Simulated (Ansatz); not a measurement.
CH₉B₂GaSi, relaxed with RKS PBE0-D4/def2-TZVP in Ansatz 0.2.0 from a GFN2-xTB geometry. The force threshold is 0.005 eV/Å; the program also tests the step.

The species carries charge 0 and has multiplicity 1. The bonds changed during the relaxation, so this is another structure than the one it started from.

Start:

```xyz
14

B     0.293    0.696   -2.037
B    -0.067    0.830   -0.545
Ga   -1.249   -0.980   -1.177
C    -0.190    0.988    0.967
Si    1.082   -0.226    1.750
H    -0.328    1.177   -2.922
H     1.180   -0.019   -2.371
H    -2.001   -1.609    0.148
H    -1.743   -1.952   -2.388
H    -1.168    0.657    1.343
H     0.003    1.985    1.367
H     0.873   -1.589    1.231
H     2.439    0.230    1.432
H     0.876   -0.188    3.201
```

**Question.** How much energy does the relaxation release, and in how many steps? (Best estimate.)

**Answer.** The calculation gave: 6.67 kcal/mol, in 26 steps, 1 of them rejected.

**Question.** Which bonds change most? (Estimate.)

**Answer.** The calculation gave: B1–Ga3 from 2.434 to 2.172 Å; B2–Ga3 from 2.252 to 2.422 Å; Ga3–H8 from 1.648 to 1.581 Å; Ga3–H9 from 1.630 to 1.570 Å.

**Question.** Give the relaxed structure. (An estimate is asked.)

**Answer.** The calculation gave: 
```xyz
14

B     0.171    0.486   -1.951
B    -0.075    0.803   -0.468
Ga   -1.333   -1.007   -1.472
C    -0.209    0.988    1.024
Si    1.123   -0.103    1.836
H    -0.179    1.085   -2.922
H     0.860   -0.521   -2.098
H    -1.420   -1.917   -0.182
H    -2.207   -1.401   -2.714
H    -1.177    0.710    1.449
H     0.049    2.010    1.326
H     1.053   -1.492    1.321
H     2.461    0.469    1.549
H     0.884   -0.110    3.302
```
